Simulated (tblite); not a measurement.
Start geometry of `[SiH3]S[C@@H]1C[C@@]12C[C@@H]2S` from a force field or distance geometry (Å):
```
atom  x, y, z in Å
Si1    3.4181    0.1794   -0.4378
S2     1.4609    1.0982   -0.3295
C3     0.4907   -0.1222    0.4483
C4    -0.2347   -1.1664   -0.4235
C5    -0.9731   -0.1151    0.2703
C6    -2.1322   -0.0581    1.1530
C7    -2.0056    0.8690   -0.0704
S8    -3.0627    0.6358   -1.4158
H9     3.3218   -1.0385   -1.2797
H10    4.3655    1.1463   -1.0226
H11    3.8314   -0.1969    0.9330
H12    0.8306   -0.4405    1.4238
H13   -0.1479   -1.1207   -1.4830
H14   -0.3016   -2.1803   -0.0225
H15   -2.0078    0.4040    2.1337
H16   -2.8434   -0.8704    1.1355
H17   -1.7763    1.9109    0.1391
H18   -2.2423    1.0718   -2.3769
```

**Question.** What comes out of this run: GFN2-xTB geometry optimisation, gas phase in tblite?

**Answer.** 
```
atom  x, y, z in Å
Si1    3.317    0.144   -0.514
S2     1.489    1.208   -0.165
C3     0.511   -0.123    0.563
C4    -0.134   -1.149   -0.343
C5    -0.949   -0.122    0.343
C6    -2.191   -0.041    1.142
C7    -1.967    0.880   -0.035
S8    -2.962    0.615   -1.515
H9     3.016   -0.980   -1.394
H10    4.172    1.144   -1.123
H11    3.804   -0.338    0.774
H12    0.897   -0.438    1.524
H13    0.019   -1.044   -1.408
H14   -0.185   -2.174   -0.004
H15   -2.155    0.385    2.134
H16   -2.918   -0.831    1.024
H17   -1.769    1.928    0.150
H18   -2.002    0.944   -2.378
```

The energy falls by 21.3 kJ/mol over 108 L-BFGS steps, the largest force on an atom goes from 1.79 to 0.009 eV/Å, and the atoms move by 0.168 Å rms after alignment. The bond that changes most is C7–S8 (sp3 carbon bound to sulfur to thiol sulfur), which lengthens by 0.077 Å. Bonds longer at the end by more than 0.005 Å: 6 of 19; shorter: 9. Among the angles that change most is S2–Si1–H10, from 108.8° to 103.2°. Rotational constants go from 2966, 537.0, 509.7 to 2715, 554.1, 526.4 MHz. The orientation of the end geometry is arbitrary; only internal coordinates are fixed.

Its GFN2-xTB frequencies are all real (lowest 30 cm⁻¹). One conformer, not necessarily the lowest.

The numbers are calculated, not measured.
